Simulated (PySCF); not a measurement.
CH6ClFOSi2, SMILES O[C@H]([SiH3])[Si@@H](F)Cl. Heavy atoms are numbered as in [OH:1][C@H:2]([SiH3:3])[Si@@H:4]([F:5])[Cl:6]. Hydrogens are named by the atom that carries them.

The structure is a stationary point at B3LYP-D3(BJ)/def2-SVP. The structure was generated by enumeration; whether it is a known compound was not checked. The values are those of a single conformer.

Level of theory: PBE/pcSseg-1 run with PySCF.

GIAO shieldings, no solvent; atoms alike by connectivity are averaged. δ = σ(ref) − σ: ¹⁷O against H2O (σ = 334.3 ppm); ¹³C against TMS (σ = 182.0 ppm); ²⁹Si against TMS (σ = 335.4 ppm); ¹⁹F against CFCl3 (σ = 133.6 ppm); ³⁵Cl against HCl (σ = 936.5 ppm); ¹H against TMS (σ = 31.49 ppm), references at their B3LYP-D3(BJ)/def2-TZVP geometries, non-relativistic (without spin–orbit terms, shifts of atoms bonded to Cl or Br come out too high).

| nucleus | atoms | count | δ (ppm) |
|---|---|---|---|
| ¹⁷O | O1 (OH) | 1 | 12.1 |
| ¹³C | C2 (CH) | 1 | 60.5 |
| ²⁹Si | Si4 (SiH) | 1 | 17.0 |
| ²⁹Si | Si3 (SiH3) | 1 | -77.8 |
| ¹⁹F | F5 | 1 | -178.3 |
| ³⁵Cl | Cl6 | 1 | 48.1 |
| ¹H | H on Si4 | 1 | 6.03 |
| ¹H | H on C2 | 1 | 4.28 |
| ¹H | H on Si3 | 3 | 4.19 |
| ¹H | H on O1 | 1 | 0.44 |
